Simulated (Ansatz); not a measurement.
Conformers of CH$_{6}$BNO$_{2}$, SMILES `OBNCO`, each relaxed with PBE0-D4/def2-TZVP in Ansatz. CBS adds the triple-zeta coupled-cluster correction to the MP2 limit.

Not all of them had a frequency check.

Conformer A:

```xyz
11

O     0.326    0.674   -1.819
B    -0.534    1.068   -0.840
N    -0.525    0.478    0.449
C     0.460   -0.461    0.904
O     0.589   -1.570    0.038
H     0.820   -0.117   -1.572
H    -1.325    1.933   -1.084
H    -1.202    0.767    1.132
H     0.209   -0.778    1.922
H     1.462   -0.020    0.923
H    -0.280   -1.974   -0.054
```

Conformer B:

Z-matrix (Å, degrees):
```
C
O 1 1.406
N 1 1.433 2 113.3
H 1 1.093 2 104.9 3 -121.1
H 1 1.095 2 111.7 3 121.5
H 2 0.962 1 107.8 3 -60.5
B 3 1.407 1 124.8 2 110.1
H 3 1.010 1 113.5 2 -66.1
O 7 1.366 3 124.1 1 -178.3
H 7 1.198 3 118.8 1 1.7
H 9 0.960 7 114.8 3 -0.3
```

**Question.** Which is lowest in electronic energy at CCSD(T)/CBS (frozen core, def2 sets), and by how much? (Best estimate.)

**Answer.** The calculation gave: A; B lies 1.3 kJ/mol higher. Gaps under about 2 kJ/mol don't settle the order.

**Question.** Give the energies relative to A (kJ/mol) with B3LYP-D4/def2-TZVPP, ωB97M-V/def2-TZVPP, B3LYP/def2-TZVPP, MP2/def2-TZVPP, CCSD(T)/def2-TZVPP, SCS-MP2/def2-QZVPP, CCSD/CBS(def2). (Estimate.)

**Answer.** Computed: 
| level | B |
| --- | --- |
| B3LYP-D4/def2-TZVPP | 1.4 |
| ωB97M-V/def2-TZVPP | 2.4 |
| B3LYP/def2-TZVPP | -1.2 |
| MP2/def2-TZVPP | 1.4 |
| CCSD(T)/def2-TZVPP | 1.5 |
| SCS-MP2/def2-QZVPP | 0.2 |
| CCSD/CBS(def2) | 0.5 |

B3LYP here is the variant with VWN-RPA as its local correlation; programs differ in this.
